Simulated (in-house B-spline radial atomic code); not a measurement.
## BSE on G0W0@HF excitations of I⁷⁺

Method: BSE on G0W0@HF. Computed with a B-spline radial code for spherical atoms: linear response of the closed shell [Kr] 4d10 with a statically screened interaction on G0W0 levels; scalar-relativistic (spin-free one-electron X2C), finite nucleus, no spin-orbit coupling, no double excitations, S, P, D and F terms only; shells from n = 2 respond. Only terms of natural parity with L up to 3 were computed.

Command:
```bash
python run_td.py task.json out
```
Settings (radii: box in bohr, nucleus in fm):
```
Z                        53
electrons                46
configuration            [Kr] 4d10
hamiltonian              x2c
method                   bse
box_radius               12.81
rms_radius               4.75
intervals                69
```

Run time, properties included: 5 s on 1 thread of Arm Neoverse N1 (shared host).

The lowest states, in the order of their Tamm-Dancoff energies; the method's threshold (minus the highest G0W0 level) is 152.09 eV. Labels give the largest channel, * marks a mixed state, and oscillator strengths are full-response dipole values. Energies in eV:

```csv
state,full response,Tamm-Dancoff,oscillator strength
4d → 5s 3D,47.76,47.78,-
4d → 5s 1D,48.74,48.76,-
4d → 5p 3P,?,?,-
4d → 5p 3F,63.14,63.15,-
4d → 5p 1F,63.78,63.79,-
4d → 5p 1P,64.56,64.64,0.97
4d → 4f 3P,76.58,76.61,-
4d → 4f 3F,79.30,79.34,-
4d → 4f 1F,81.98,82.03,-
4d → 5d 3S,?,?,-
4d → 5d 3D,85.69,85.70,-
4d → 5d 1D,86.33,86.35,-
4d → 5d 1S,90.54,91.09,-
4d → 4f 1P,92.33,93.88,6.47
4d → 6s 3D,96.50,96.50,-
4d → 6s 1D,96.76,96.76,-
```

Q: Where does 4d → 5p 3P lie?

A: At 62.44 eV in full response, 62.47 eV in Tamm-Dancoff.

Q: Where does 4d → 5d 3S lie?

A: At 84.10 eV in full response, 84.13 eV in Tamm-Dancoff.

Q: How large is the singlet-triplet splitting of 4d → 5s (D terms) in Tamm-Dancoff?

A: 0.983 eV, from the unrounded values.

Q: What polarisabilities and dispersion coefficient does the method give?

A: Dipole 1.016 bohr³, quadrupole 1.184 bohr⁵, C6 2.789 hartree·bohr⁶ for two such species.
